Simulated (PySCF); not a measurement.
Species: C4H9FSSi.
Z-matrix (Å and degrees, GFN2-xTB geometry), rows numbered from 1:
```
C 
S   1  1.8207
Si  2  2.1391  1   98.82
C   3  1.9157  2  118.99  1   -87.33
C   4  1.5416  3   90.62  2  -122.37
C   5  1.5348  4  100.21  3    13.37
F   6  1.3819  3  116.17  2  -117.86
H   1  1.0844  2  109.62  3    62.55
H   1  1.0843  2  106.69  3  -178.26
H   1  1.0847  2  109.74  3   -59.14
H   3  1.4596  2  110.11  1    51.95
H   4  1.0870  3  118.86  2   120.03
H   4  1.0895  3  113.99  2    -8.40
H   5  1.0884  4  114.15  3   135.53
H   5  1.0888  4  111.08  3  -101.34
H   6  1.0920  3  117.62  2     9.07
```

NICS = −σ at a ghost point: NICS(0) at the centroid of the ring atoms, NICS(1) 1 Å to either side along the normal of their mean plane, zz for the tensor component along that normal. Level: GIAO PBE0/pcSseg-1 (PySCF, non-relativistic, gas phase) on the GFN2-xTB geometry, one conformer.

Ring bond lengths (Å), with Mayer bond orders in brackets: Si3–C4 1.916 (0.92), C4–C5 1.542 (1.00), C5–C6 1.535 (0.99), C6–Si3 1.920 (0.90).

Task: What do the NICS probes read (ppm)?

Result: 
```csv
ring,type,NICS(0),"NICS(1), two faces","NICS(1)zz, two faces",rms pucker (Å),"centre to ring atoms, mean (Å)"
Si3–C4–C5–C6,4-membered ring with Si; formal bonds all single,-0.5,-2.6 / -0.4,2.0 / 4.1,0.09,1.22
```

Task: What can be read from them?

Result: 
- Si3–C4–C5–C6: mean NICS(1)zz 3.1 ppm, deshielded. Si3, C4, C5, C6 have four or more neighbours; no verdict on aromaticity is drawn.

Task: What are the shieldings of the ring atoms and their hydrogens in the same run (means over atoms taken as equivalent)?

Result: 
| atoms | environment | σ isotropic (ppm) | principal values of the symmetric part, first atom (ppm) |
| --- | --- | --- | --- |
| Si3 | SiH silicon | 331.9 | 285.7, 343.7, 366.4 |
| C4 | sp3 carbon bound to silicon | 173.9 | 162.6, 167.8, 191.2 |
| C5 | four-membered-ring carbon | 155.7 | 134.0, 154.7, 178.4 |
| C6 | sp3 C–F carbon | 91.6 | 49.4, 80.5, 144.9 |
| H11 | Si–H hydrogen | 26.21 | 22.7, 25.6, 30.3 |
| H12 | methylene hydrogen | 30.20 | 25.9, 28.1, 36.7 |
| H13 | methylene hydrogen | 30.62 | 27.1, 28.9, 35.9 |
| H14 | methylene hydrogen | 28.82 | 24.5, 26.9, 35.0 |
| H15 | methylene hydrogen | 29.31 | 25.9, 28.0, 34.0 |
| H16 | methine hydrogen | 26.30 | 24.0, 26.3, 28.5 |

Time: 28 s. Hardware: one thread, x86-64 server, on a shared host. This is the whole shielding run at PBE0/pcSseg-1, SCF included.
